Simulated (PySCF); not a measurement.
C6H7NO.
SMILES with atom numbers: `[OH:1][CH2:2][c:3]1[cH:4][cH:5][cH:6][cH:7][n:8]1` (hydrogens: H9 on O1; H10, H11 on C2; H12 on C4; H13 on C5; H14 on C6; H15 on C7)

A GFN2-xTB structure was refined with PBE0-D3(BJ)/def2-TZVP geometry optimisation, gas phase in PySCF 2.14.0. Its GFN2-xTB values:

| coordinate | GFN2-xTB |
| --- | --- |
| O1–C2 | 1.402 Å |
| O1–H9 | 1.004 Å |
| C2–C3 | 1.521 Å |
| C2–H10 | 1.093 Å |
| C3–C4 | 1.347 Å |
| C3–N8 | 1.331 Å |
| C4–C5 | 1.413 Å |
| C4–H12 | 1.081 Å |
| C5–C6 | 1.398 Å |
| C5–H13 | 1.092 Å |
| C6–C7 | 1.392 Å |
| C6–H14 | 1.086 Å |
| C7–N8 | 1.323 Å |
| C7–H15 | 1.074 Å |
| O1–C2–C3 | 114.1° |
| C2–C3–C4 | 120.9° |
| C2–C3–N8 | 113.9° |
| C3–N8–C7 | 117.0° |
| C4–C3–N8 | 125.1° |
| C4–C5–C6 | 118.1° |
| C5–C6–C7 | 117.6° |
| C6–C7–N8 | 124.0° |
| O1–C2–C3–C4 | 179° |

Question: How do these coordinates change at the PBE0-D3(BJ)/def2-TZVP level?

Answer: 
```tsv
coordinate	PBE0-D3(BJ)/def2-TZVP (Å or °)	change
C3–C4	1.392	+0.045
C4–C5	1.381	-0.032
O1–H9	0.973	-0.031
C2–C3	1.507	-0.014
C7–H15	1.086	+0.012
C6–C7	1.382	-0.010
O1–C2	1.393	-0.009
C5–C6	1.389	-0.009
C5–H13	1.084	-0.008
C7–N8	1.331	+0.008
C2–H10	1.100	+0.007
C3–N8	1.326	-0.005
C4–H12	1.084	+0.003
C6–H14	1.083	-0.003
C4–C3–N8	122.4	-2.7
O1–C2–C3	112.0	-2.1
C3–N8–C7	118.8	+1.8
C2–C3–N8	115.5	+1.6
C2–C3–C4	122.2	+1.3
C6–C7–N8	123.0	-1.0
C4–C5–C6	119.0	+0.9
C5–C6–C7	118.2	+0.6
O1–C2–C3–C4	-178	+3
```

The energy falls by 3.0 kcal/mol over 10 energy and gradient evaluations, the largest force component goes from 0.0549 to 9.8e-05 Eh/bohr, and the atoms move by 0.031 Å rms after alignment. The bond that changes most is C3–C4 (substituted aromatic carbon to aromatic CH carbon), which lengthens by 0.045 Å. Bonds longer at the end by more than 0.005 Å: 4 of 15; shorter: 9. Rotational constants go from 5113, 1591, 1223 to 5102, 1604, 1230 MHz.

The run used 290 basis functions and 71 SCF cycles in all. Time: 18 min wall, 26 min CPU; peak memory 1.7 GiB. Hardware: an Intel Xeon at 2.50 GHz with 2 threads, on a shared host.

Not checked by PBE0-D3(BJ)/def2-TZVP frequencies. The numbers are those of one conformer.

Conformer computed: `[OH:1][CH2:2][c:3]1[cH:4][cH:5][cH:6][cH:7][n:8]1`: O1–C2–C3–C4 -178°, H–O1–C2–C3 -3°.
